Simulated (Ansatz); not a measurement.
`[SiH3][O][AlH][Br]` + `[SiH3][O][GeH3]` → `[SiH3][O][AlH][O][SiH3]` + `[GeH3][Br]` at 298.15 K and 1 bar (redistribution).

Program: Ansatz. Geometries: PBE0-D4/def2-TZVP. ΔE: electronic, gas phase. CBS: MP2 limit from def2 TZ/QZ plus the TZ coupled-cluster correction, frozen cores. For Br, Ge outer-core shells are correlated without core-valence functions, which leaves a few kJ/mol of doubt a bond. Scalar relativity is left out up to krypton. Each species was taken in one conformer, which may not be the lowest.

| species | CCSD(T)/CBS energy (Eh) | H − E (kJ/mol) | S (J/(mol·K)) |
| --- | --- | --- | --- |
| `[SiH3][O][AlH][Br]` | -3182.15432 | 120.7 | 380.7 |
| `[SiH3][O][GeH3]` | -2444.01593 | 157.4 | 344.6 |
| `[SiH3][O][AlH][O][SiH3]` | -974.92468 | 202.8 | 441.0 |
| `[GeH3][Br]` | -4651.26096 | 75.7 | 275.6 |

H − E and S are ideal-gas, rigid-rotor, harmonic terms from PBE0-D4/def2-TZVP, for one conformer and one mirror image of each species. 1 Eh = 2625.50 kJ/mol, R = 8.31446 J/(mol·K).

By hand: ΔE, ΔH, ΔS and ΔG.

ΔE = (-974.92468) + (-4651.26096) − (-3182.15432) − (-2444.01593) = -0.01539 Eh = -40.4 kJ/mol. Δ(H − E) = 202.8 + 75.7 − 120.7 − 157.4 = 0.4, so ΔH = -40.0 kJ/mol. ΔS = 441.0 + 275.6 − 380.7 − 344.6 = -8.7 J/(mol·K). ΔG = -40.0 − 298.15 × (-8.7)/1000 = -37.4 kJ/mol.

By hand: the equilibrium constant, and the temperature at which ΔG would vanish if ΔH and ΔS stayed fixed.

log₁₀ K = −ΔG/(RT ln 10) = 6.6. ΔG = 0 at ΔH/ΔS = 4598 K, far beyond where these terms or the molecules hold.

The number of gas molecules stays the same, so ΔS is small and ΔH decides. A doubt of 5 kJ/mol in ΔE shifts log₁₀ K by 0.9 here. Other conformers and mirror images would add mixing entropy, several J/(mol·K) or more a flexible species. Modes under 60 cm⁻¹, often nearly free rotors, make the harmonic entropy too high. These are equilibria of isolated gas molecules and say nothing of rates. Largest T1 diagnostic: 0.012 (customary marks: 0.02 for closed shells, 0.045 for open ones).
